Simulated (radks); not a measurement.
Results of a calculation; reference values are marked as such.
Problem. The mean radii <r> (bohr) of the occupied orbitals of an atom or ion are listed with their occupations. Code: a radial shooting solver on a logarithmic mesh with Libxc functionals. Model: Dirac Kohn-Sham, PBE, spin-unpolarised, spherical densities, finite nucleus; Fermi nuclear charge, rms radius of each element as measured or else 0.836 A^(1/3) + 0.57 fm.

orbital  occ.      <r>
1s1/2       2  0.01632
2s1/2       2  0.06808
2p1/2       2  0.05589
2p3/2       4  0.06468
3s1/2       2   0.1770
3p1/2       2   0.1674
3p3/2       4   0.1835
3d3/2       4   0.1595
3d5/2       6   0.1644
4s1/2       2   0.3915
4p1/2       2   0.3930
4p3/2       4   0.4273
4d3/2       4   0.4331
4d5/2       6   0.4442
5s1/2       2   0.8710
4f5/2       6   0.4632
4f7/2       8   0.4696
5p1/2       2   0.9291
5p3/2       3    1.015
5d3/2       4    1.233
5d5/2       5    1.267

Name the element and its charge.

Solution. Z = 81, thallium, charge +5: Tl5+ in [Kr] 4d10 4f14 5s2 5p(1/2: 2, 3/2: 3) 5d(3/2: 4, 5/2: 5). The 1s radius gives Z: for a bare nucleus <r> = (2 gamma + 1)/(2Z) with gamma = sqrt(1 - (Z/c)^2), 0.01613 bohr for Z = 81, and screening makes it slightly larger (0.01632 here). The occupations add up to 76, and the charge is Z minus that.
